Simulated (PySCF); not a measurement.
ZnBr2, SMILES [Br][Zn][Br].

Geometry: PBE-D3(BJ)/def2-SVP. The isomer is the one that the SMILES or the coordinates give; other isomers of the formula were not compared.

Computed with PBE-D3(BJ)/def2-SVP (PySCF).

Frequencies are harmonic and unscaled.

Modes within 1.5 cm⁻¹ of each other (mostly degenerate sets) share a row, with their intensities summed.

Computed vibrational spectrum:
```
mode  ν (cm⁻¹)  IR (km/mol)  moving atoms (share of kinetic energy)
----  --------  -----------  --------------------------------------
1–2         75         13.4                        Zn 71 %, Br 29 %
3          213          0.0                                Br 100 %
4          391         53.4                        Zn 71 %, Br 29 %
```
